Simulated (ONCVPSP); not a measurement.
## LDA (Perdew-Wang 92) ONCV dataset for vanadium (V), scalar-relativistic all-electron reference.

V, optimised norm-conserving Vanderbilt (ONCV), made with ONCVPSP 4.0.1 (LDA (Perdew-Wang 92), scalar-relativistic). Core [Ne] 3s2, reference 3p6 3d3 4s2. Waves: 4s: rc 2.95 bohr, ncon 4, nbas 8, qcut 2.4 1/bohr, 2 projectors, debl 1 Ha; 3p: rc 1.05 bohr, ncon 4, nbas 8, qcut 6.8 1/bohr, 2 projectors, debl 2.7 Ha; 3d: rc 2.25 bohr, ncon 4, nbas 8, qcut 7.7 1/bohr, 2 projectors, debl 1.4 Ha. Local part: polynomial inside 1.05 bohr (lpopt 4, dvloc0 4 Ha). Core correction: Teter function, fcfact 3.5, rcfact 1.9.

Calculated quality:

* Cutoffs needed: 22 Ha and 100 Ha (the cutoffs (Ha) at which the residual kinetic energy of the hardest occupied pseudo-wave falls to 1 and 0.1 mHa per electron)
* Ghost test: no bound ghost flagged; GHOST(+) flagged for s at 15.6 eV
* Largest excitation error: +173 meV (all-electron minus pseudo) for 3p6 3d2 4s0, out of 4 test configurations
* rms error of d²Exc/dni dnj: 4.65 mHa without and 1.17 mHa with the model core

Generation and tests took about 3.8 s on one core of a shared server CPU.
